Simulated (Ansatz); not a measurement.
A made-up structure of GaH3SO, singlet:

```
6
angstrom
O -1.0084 -0.8884 0.4023
Ga 0.0882 0.1220 -0.5799
S 1.5214 1.2389 0.6388
H 2.4233 2.2545 0.5699
H 0.0167 0.1879 -2.1315
H 1.0287 0.7278 1.7809
```

It is relaxed with PBE-D4/def2-SVP and then PBE0-D4/def2-TZVP (Ansatz 0.2.0). Atoms count as bonded within 1.22 times the sum of their covalent radii (H–H: 0.88 Å). The end point is not checked to be a true minimum.

Q: Does its bonding change? (Judge from chemistry; the calculation decides.)

A: By the calculation: Yes. Formed: O1–H6; broken: S3–H6.

Where it ends: The first stage lowers the energy by 4.00 eV in 29 steps. It ends as GaH₃SO ([OH][GaH][SH]):
```xyz
6
angstrom
O -0.5471 -0.1499 0.7433
Ga 0.5047 0.3604 -0.6018
S 2.2361 1.6553 -0.1791
H 2.0041 1.7231 1.1423
H 0.1662 -0.1281 -2.0310
H -0.2941 0.1820 1.6068
```

Labels in which every atom is bracketed show which atoms are joined, not bond orders.

For scale, one of the runs: PBE0-D4/def2-TZVP relaxation, 134 basis functions, launched by `ansatz run in.yaml --threads 2 --pin off --events-out ev --progress --plain --max-ram 4352MiB`. Hardware: 2 CPU threads of an Intel Xeon Platinum 8259CL, shared host. Wall time about 18 s.
